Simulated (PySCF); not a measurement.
# Two-component Hartree-Fock for Cr⁻ (chromium, charge -1)

Start: [Ar] 3d5 4s2; 3d3/2 filled at m_j = -3/2, -1/2, +1/2, +3/2; 3d5/2 filled at m_j = +5/2. Calculated with PySCF 2.14 in x2c-TZVPall-2c with one added diffuse shell each of s, p, d type (7s8p5d1f, 63 functions): generalised Hartree-Fock with the X2C-1e Hamiltonian and a Gaussian nucleus; one run each with spin-orbit coupling (SO) switched off, then screened by Boettger's factors.

| spinor shell | electrons | ε, spin-free (eV) | ε, screened SO (eV) | weight of nominal j (screened SO) | rms radius, screened SO (bohr) |
| --- | --- | --- | --- | --- | --- |
| 1s1/2 | 2 | -6120.2 | -6120.2 | 1.000 | 0.0734 |
| 2s1/2 | 2 | -805.43 | -805.42 | 1.000 | 0.316 |
| 2p1/2 | 2 | -686.21 | -692.18 | 1.000 | 0.285 |
| 3s1/2 | 2 | -161.68 | -161.67 | 1.000 | 0.907 |
| 3p1/2 | 2 | -124.02 | -124.89 | 0.997 | 0.943 |
| 3p3/2 | 4 | -124.02 | -123.59 | 0.998 | 0.949 |
| 4s1/2 | 2 | -5.635 | -5.635 | 1.000 | 5.42 |
| 3d3/2 | 4 | -0.441 | -0.441 | 0.502 | 7.67 |
| 3d5/2 | 1 | -0.441 | -0.438 | 1.000 | 7.67 |

Question: Where does 2p3/2 lie, and what is the 2p spin-orbit splitting (screened SO)?

Answer: At -683.28 eV, 8.893 eV above 2p1/2.

```csv
quantity,spin-free,screened SO
E (hartree),-1043.41555,-1043.42726
M_J,5/2,5/2
⟨J²⟩,8.761,8.761
⟨L²⟩,0.000,0.001
⟨S²⟩,8.761,8.761
```

Each row is a mean over spinors that exchange with the open shell spreads, by up to 1.406 eV (4s1/2).

Rows whose weight is well below 1 are mixtures of j = l ± 1/2: exchange outweighs spin-orbit coupling there, and the label is only the starting occupation.

Without spin-orbit coupling the j labels of p, d and f shells carry no meaning; the spin-free column gives the mean over the occupied spinors of each nl shell.
